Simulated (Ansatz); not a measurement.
Question: Predict a relaxed structure of (NaH)4 ring (Na₄H₄), charge 0, singlet, at PBE0-D4/def2-SVP (Ansatz).

Answer: 
Cartesian coordinates in Å:
```
Na 2.352 -1.026 -0.191
Na -0.008 0.423 -2.538
Na -2.352 1.026 0.191
Na 0.008 -0.424 2.538
H 1.761 -0.453 -2.050
H -1.762 1.083 -1.752
H -1.761 0.453 2.050
H 1.762 -1.083 1.752
```
 This is one stationary point.

Another isomer (singlet) lies 0.18 eV lower at PBE0-D4/def2-TZVP; other spin states weren't run for this one.
